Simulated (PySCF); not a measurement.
**Be (beryllium, neutral): LDA calculation**

Configuration: [He] 2s2, closed-shell 1S. Calculation: PySCF 2.14, in x2c-SVPall (3s2p, 9 functions); scalar relativity by spin-free X2C-1e.

* Total energy: -14.4308 hartree
* One-electron energy: -19.0414 hartree
* Hartree (Coulomb) energy: 7.1436 hartree
* Exchange-correlation energy: -2.5330 hartree
* ⟨S²⟩: 0.0000
* ⟨L²⟩: 0.000
* Sum of ⟨r⟩: 6.146 bohr
* Sum of ⟨r²⟩: 17.37 bohr²
* Langevin diamagnetic susceptibility: -13.8 ×10⁻⁶ cm³/mol
* Time after the integrals: 0.03 s of wall time on 1 thread of Neoverse-N1 (shared host)

```json
{"shell": "1s", "electrons": "2", "mean orbital energy (hartree)": "-3.83890", "rms radius, mean of both spins (bohr)": "0.494"}
{"shell": "2s", "electrons": "2", "mean orbital energy (hartree)": "-0.20386", "rms radius, mean of both spins (bohr)": "2.91"}
```
